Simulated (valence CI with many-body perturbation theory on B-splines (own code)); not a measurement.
**Ce I: one-electron terms**

Computed by configuration interaction combined with many-body perturbation theory (CI+MBPT): four valence electrons over a frozen Dirac-Fock core [Xe], radial functions for each j: 8 s, 8 p, 9 d, 9 f, 6 g, 3 h, 2 i, with the one-electron correlation potential Σ1 (screened to all orders), the two-electron term Σ2, the three-electron term Σ3, Breit, model QED; selected single and double excitations, second order for the rest (own B-spline code, finite nucleus).

Set against measurement, 61 paired levels are off by 235 cm⁻¹ on average, the worst by 892. These come from a selection out of the NIST Handbook of Basic Atomic Spectroscopic Data. Levels without a partner in it may be off by more, other configurations by several thousand cm⁻¹. Among the levels kept, up to 540 cm⁻¹ of a level comes from second order outside the variational space, and about a tenth of that is noise between levels of different J, which matters for small intervals. 3 measured levels below the end of the list, from 5637 cm⁻¹ on, found no clear computed partner.

These are the spectroscopic orbitals of the CI (the correlating ones are not listed), shaped by the core and the other valence electrons. h is the expectation value of the core's Dirac-Fock operator, without the valence repulsion; Σ1 is computed up to l = 3 at one energy for each symmetry, that of its lowest orbital but kept below the first core excitation, so for empty shells it is not the orbital's own correlation shift; Breit and QED include the response of the core.

```
Orbital  h (hartree)  Σ1 (cm⁻¹)  Breit (cm⁻¹)  QED (cm⁻¹)  ⟨r⟩ (bohr)
  6s1/2     -0.84421      -4033          14.6        28.8       4.561
  7s1/2     -0.36571       -518           2.1         4.1       11.57
  8s1/2     -0.20778       -185           0.8         1.5       21.41
  6p1/2     -0.67299      -2060          18.7        -1.5       5.625
  7p1/2     -0.28792       -233           2.3        -0.2       14.57
  8p1/2     -0.17614       -105           1.1        -0.1       25.10
  6p3/2     -0.65309      -1792           7.7         0.0       5.818
  7p3/2     -0.28221       -210           1.0         0.0       14.88
  8p3/2     -0.17384      -96.2           0.5         0.0       25.41
  5d3/2       -1.032      -9591         -38.7       -27.8       2.860
  6d3/2     -0.31464       -198          -0.7        -0.5       12.83
  7d3/2     -0.18577      -92.2          -0.3        -0.2       23.74
  5d5/2      -1.0204      -9149         -72.9       -23.0       2.911
  6d5/2      -0.3123       -195          -1.4        -0.4       12.94
  7d5/2     -0.18486      -90.8          -0.7        -0.2       23.84
  4f5/2      -1.1891     -37693          -779        -144       1.135
  5f5/2     -0.22224      -19.4          -0.1         0.0       17.73
  4f7/2        -1.18     -37190          -937        -132       1.146
  5f7/2     -0.22218      -19.6          -0.1         0.0       17.73
  5g7/2     -0.14551                      0.0         0.0       25.87
  5g9/2     -0.14551                      0.0         0.0       25.87
```

Among the shells of the start configuration 4f1 5d1 6s2, Σ1 is largest in size for 4f5/2, where it is 14 % of h.

Lowest root of each symmetry, sizes in configuration state functions:

```tsv
J	Parity	Roots	Reference	Variational	Second order	Change by selected CI (cm⁻¹)	Change by second order (cm⁻¹)
4	even	2	128	36358	3052603	-9399	-92
5	even	2	97	38421	3067473	-9337	-109
6	even	1	62	21630	2043266	-9342	-105
0	odd	4	8	33705	572931	-6242	-46
1	odd	8	23	38991	1797146	-6162	-141
2	odd	11	33	36261	2812031	-8864	-264
3	odd	13	36	35450	3455592	-5057	-279
4	odd	15	33	35723	3947880	-6970	-288
5	odd	12	25	37073	3150627	-5499	-255
6	odd	6	15	38018	2630113	-4967	-159
7	odd	4	7	37620	2351349	-4952	-104
8	odd	2	2	30644	1795973	-5075	-55
```
